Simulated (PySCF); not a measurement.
B(F)(OH)(SH) (BFH2OS), SMILES OB(F)S. Geometry optimised at B3LYP-D3(BJ)/def2-SVP. One conformer was computed; it need not be the lowest.

Method: B3LYP-D3(BJ)/def2-SVP (PySCF 2.14.0).

Harmonic wavenumbers (cm⁻¹): 302, 346, 402, 479, 606, 657, 826, 990, 1281, 1442, 2689, 3830. Rotational constants (GHz): 10.02, 4.493, 3.103; symmetry number 1.

Problem. Work out the zero-point energy and the ideal-gas rigid-rotor harmonic-oscillator thermochemistry at 298.15 K and 1 atm.

Solution. ZPE = ½ Σ hcν = ½ × 13851 cm⁻¹ = 82.85 kJ/mol. H − E(el) = 97.35 kJ/mol. Entropy in J/(mol K): translation 163.38, rotation 105.63, vibration 22.54, total 291.54. G − E(el) = 10.43 kJ/mol. Cp = 71.72 J/(mol K).
